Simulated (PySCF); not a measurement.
## Excitation energy of Sb⁺ by level of theory

Sb⁺ [Kr] 4d10 5s2 5p2 (3P) → Sb⁺ [Kr] 4d10 5s1 5p2 5d1 (high-spin determinant), as a difference of total energies. Calculation: PySCF 2.14, in aug-cc-pwCVTZ-DK3; the spin-free X2C one-electron Hamiltonian (Gaussian nucleus). Correlated levels: valence: [Kr] 4d10 frozen. The calculations carry no spin-orbit coupling.

```csv
method,excitation energy (eV)
UHF,14.493
MP2 (valence),15.322
SCS-MP2 (valence),15.709
CCSD (valence),15.216
CCSD(T) (valence),15.165
```

Task: How much does correlation contribute at CCSD(T) (valence)?

Result: 15.165 − (14.493) = 0.672 eV, measured against UHF.

A first-order spin-orbit estimate (lowest level to lowest level, LS coupling) adds 0.072 eV.

The promoted electron is Rydberg-like, and one or two diffuse shells describe it only roughly, which tends to raise the upper state.

The coupled-cluster amplitudes are large for the upper state (T1 above 0.03 or a double amplitude above 0.15), so a single reference is strained.

The determinant of the upper state mixes LS terms, which raises its energy above the lowest term, most at the Hartree-Fock and MP2 levels.
